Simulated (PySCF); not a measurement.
**Working with the constants of SbF**

PBE0 constants of SbF, ³Σ⁻ (triplet), unpaired electrons π ↑↑ (Sb cc-pVTZ-PP with ECP28, F cc-pVTZ; scalar-relativistic core potentials (PySCF 2.14); masses 120.9038 and 18.9984 u):

| Quantity | Value |
| --- | --- |
| ωe | 616.4 cm⁻¹ |
| ωexe | 2.59 cm⁻¹ |
| Be | 0.27558 cm⁻¹ |
| αe | 0.00168 cm⁻¹ |
| D (centrifugal) | 2.2e-07 cm⁻¹ |
| De to Sb + F | 4.03 eV |

Problem. Give the vibrational terms G(v) and spacings up to v = 6.

Solution. G(v) = ωe(v+½) − ωexe(v+½)².

```tsv
v	G(v) (cm⁻¹)	G(v) − G(v−1)	Bv (cm⁻¹)
0	307.6		0.2747
1	918.8	611.2	0.2731
2	1524.8	606.0	0.2714
3	2125.7	600.9	0.2697
4	2721.4	595.7	0.2680
5	3311.9	590.5	0.2663
6	3897.2	585.3	0.2647
```

Problem. How well does the Morse estimate ωe²/(4ωexe) reproduce De, and what is D0?

Solution. It gives 4.55 eV, 113 % of the computed De. D0 = De − G(0) = 4.03 − 0.04 = 3.99 eV.

Spin–orbit coupling is left out, which matters for elements this heavy, above all for dissociation energies. The state was picked by a PBE0 search and need not be the measured ground state.
